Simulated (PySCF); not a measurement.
C₂H₈N₂OSi, SMILES C/C=N\[Si@H](N)O.

Coordinates come from a PBE0-D3(BJ)/def2-SVP optimisation. The structure was generated by enumeration; whether it is a known compound was not checked. One conformer was computed; it need not be the lowest.

Two levels are set side by side: PBE/def2-TZVP (PySCF) and ωB97X/def2-TZVP (PySCF). Same geometry, gas phase. Differences are taken from unrounded values.

| quantity | ωB97X |
|---|---|
| orbital gap (eV) | 10.95 |
| highest occupied level (eV) | -9.13 |
| lowest empty level (eV) | 1.83 |
| dipole moment (D) | 1.75 |
| mean polarisability (bohr³) | 66.6 |

Task: What does PBE give, and how far is it from ωB97X? (Estimate from the structure and the level; the computed values follow.)

Result: 
| quantity | PBE | PBE minus ωB97X |
|---|---|---|
| orbital gap (eV) | 3.80 | -7.16 |
| highest occupied level (eV) | -5.34 | 3.78 |
| lowest empty level (eV) | -1.54 | -3.37 |
| dipole moment (D) | 1.59 | -0.16 |
| mean polarisability (bohr³) | 71.9 | 5.3 |

PBE's occupied levels lie high since its potential decays too fast outside the molecule; exact exchange lowers them and widens the gap. Loosely held outer electrons make PBE densities more polarisable. Differences between two approximate levels are no errors against the true value.

Rough cost on one machine, each run with all the roots and properties that it gave: ωB97X against PBE within a factor of 2.
